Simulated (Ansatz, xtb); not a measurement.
# A geometry optimisation of BClGaGeH3 with r2SCAN-D4/def2-SVP

The starting geometry of this gas-phase singlet was built from a drawn formula by distance geometry; its bonds are those of `[H]/[B]=[Ge](/[Cl])[GaH2]`.

```xyz
7

B    -1.6006    1.1879   -1.5500
Cl    0.9149    2.7930   -2.5663
Ga    1.0356   -1.4060   -1.1696
Ge    0.2425    0.9904   -1.9764
H    -2.6460    0.6349   -1.1507
H    -0.0269   -2.4728   -0.7781
H     2.3354   -1.3176   -0.1782
```

Q: Where would you expect an optimisation with r2SCAN-D4/def2-SVP to take it?

A: A new bond forms, giving a structure given below by its coordinates. Contacts that close: B1–Ga3 (3.72 → 2.16 Å).

The energy falls by 1.87 eV over 23 steps:

```json
{"step": "1", "E − E(last) (eV)": "1.873"}
{"step": "3", "E − E(last) (eV)": "0.665"}
{"step": "6", "E − E(last) (eV)": "0.510"}
{"step": "8", "E − E(last) (eV)": "0.341"}
{"step": "11", "E − E(last) (eV)": "0.125"}
{"step": "13", "E − E(last) (eV)": "0.064"}
{"step": "16", "E − E(last) (eV)": "0.019"}
{"step": "18", "E − E(last) (eV)": "0.004"}
{"step": "21", "E − E(last) (eV)": "0.000"}
{"step": "23", "E − E(last) (eV)": "0.000"}
```

Final geometry (Å):

```yaml
atoms:
  - { symbol: B, position_ang: [-1.2343, 0.4863, -1.2157] }
  - { symbol: Cl, position_ang: [1.7547, 2.4899, -2.1662] }
  - { symbol: Ga, position_ang: [0.3666, -0.9394, -0.9361] }
  - { symbol: Ge, position_ang: [0.0047, 1.2550, -2.4318] }
  - { symbol: H, position_ang: [-2.3532, 0.0672, -1.3466] }
  - { symbol: H, position_ang: [-0.1928, -2.2608, -0.3163] }
  - { symbol: H, position_ang: [1.9093, -0.6884, -0.9565] }
```

From the same start GFN2-xTB reaches the same bonding as this run.

The end wasn't checked by frequencies. Run with Ansatz 0.2.0, 70 s on 2 threads of Intel(R) Xeon(R) Platinum 8259CL CPU @ 2.50GHz (Skylake/Cascade Lake) (shared host).
